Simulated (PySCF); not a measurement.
**The first ionisation energy along the 5p block**

Calculated with PySCF 2.14 from differences of total energies of unrestricted determinants, without spin-orbit coupling. Values in eV. The last column holds reference values (NIST; (s) semi-empirical, (t) theoretical, else measured). Unmarked ones compare directly (S terms, centres of terms, or small fine structure); those marked * lie between the lowest fine-structure levels and include a spin-orbit shift.

| element | configurations | UHF | LDA | PBE0 | r2SCAN | MP2 (valence) | CCSD (valence) | reference |
| --- | --- | --- | --- | --- | --- | --- | --- | --- |
| In (aug-cc-pVTZ-PP with one added diffuse shell each of d, f type with ECP28MDF, ECP) | [Kr] 4d10 5s2 5p1 → [Kr] 4d10 5s2 | 5.214 | 5.710 | 5.615 | 5.706 | 5.401 | 5.457 | 5.603 |
| Sn (aug-cc-pVTZ-PP with one added diffuse shell each of d, f type with ECP28MDF, ECP) | [Kr] 4d10 5s2 5p2 → [Kr] 4d10 5s2 5p1 | 6.851 | 7.412 | 7.306 | 7.403 | 7.158 | 7.188 | 7.389 |
| Sb (aug-cc-pVTZ-PP with one added diffuse shell each of d, f type with ECP28MDF, ECP) | [Kr] 4d10 5s2 5p3 → [Kr] 4d10 5s2 5p2 | 8.583 | 9.121 | 9.043 | 9.166 | 9.001 | 8.983 | 9.124 |
| Te (aug-cc-pVTZ-PP with one added diffuse shell each of d, f type with ECP28MDF, ECP) | [Kr] 4d10 5s2 5p4 → [Kr] 4d10 5s2 5p3 | 7.734 | 8.989 | 8.722 | 8.736 | 8.358 | 8.483 | 8.749 |
| I (aug-cc-pVTZ-PP with one added diffuse shell each of d, f type with ECP28MDF, ECP) | [Kr] 4d10 5s2 5p5 → [Kr] 4d10 5s2 5p4 | 9.546 | 10.784 | 10.525 | 10.531 | 10.288 | 10.306 | 10.519 |
| Xe (aug-cc-pVTZ-PP with one added diffuse shell each of d, f type with ECP28MDF, ECP) | [Xe] → [Kr] 4d10 5s2 5p5 | 11.465 | 12.610 | 12.393 | 12.428 | 12.308 | 12.202 | 12.565 |

| method | elements | mean error (eV) | mean absolute error (eV) | largest error (eV) |
| --- | --- | --- | --- | --- |
| UHF | 6 | -0.760 | 0.760 | -1.100 |
| LDA | 6 | 0.113 | 0.114 | 0.265 |
| PBE0 | 6 | -0.058 | 0.063 | -0.172 |
| r2SCAN | 6 | 0.003 | 0.053 | -0.137 |
| MP2 (valence) | 6 | -0.239 | 0.239 | -0.391 |
| CCSD (valence) | 6 | -0.222 | 0.222 | -0.363 |

Errors include the incompleteness of the basis and the frozen core.

"Valence" correlates the outer s and p shells and, in groups 3 to 12 and the f block, the outer d or f shell, open or full, or the next shell where the ion has no valence electron left; the wider scheme adds the next inner shell.
